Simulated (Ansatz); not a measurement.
Two isomers of FH5O2Si2: A = `O[SiH2]O[SiH2]F`, B = `O[SiH](O)[SiH2]F`.

Computed with Ansatz on PBE0-D4/def2-TZVP structures; ΔE is electronic, products minus reactants. CCSD(T)/CBS is the MP2 limit (def2-TZVPP, def2-QZVPP) plus CCSD(T) − MP2 in def2-TZVPP, frozen cores. Functionals use def2-TZVPP. One conformer a species, not always the lowest.

(1) Which isomer does CCSD(T)/CBS put lower? Give the gap. (Estimate.)

(2) Give E(B) − E(A) in kJ/mol with MP2/def2-TZVPP, r2SCAN-D4, CCSD/def2-TZVPP, BLYP-D4, B2PLYP, PBE-D4, LDA (SPW92). (Estimate.)

(3) Does the order hold for the free energy at 298.15 K (harmonic terms from PBE0-D4)? (An estimate is asked.)

Largest T1 diagnostic: 0.012.

## Answers

(1) Computed: A, by 150.9 kJ/mol.

(2) Computed: MP2/def2-TZVPP 159.4, r2SCAN-D4 143.5, CCSD/def2-TZVPP 155.7, BLYP-D4 137.0, B2PLYP 153.4, PBE-D4 119.5, LDA (SPW92) 125.3. None reverses the order clearly.

(3) Ansatz gave: Yes: G(B) − G(A) = +156.0 kJ/mol, for one conformer each. Modes under 60 cm⁻¹, often nearly free rotors, make the harmonic entropy too high.

From r2SCAN to r2SCAN0 (25 % exact exchange), in def2-TZVPP and without D4, E(B) − E(A) moves by +5.5 kJ/mol. Leaving LDA and LC-ωPBE aside and taking each functional with its dispersion term where it has one, the values, not all of them listed here, spread over 40.3 kJ/mol, from revPBE-D4 to BHLYP-D4. LDA lies +4.9 kJ/mol from PBE without D4.
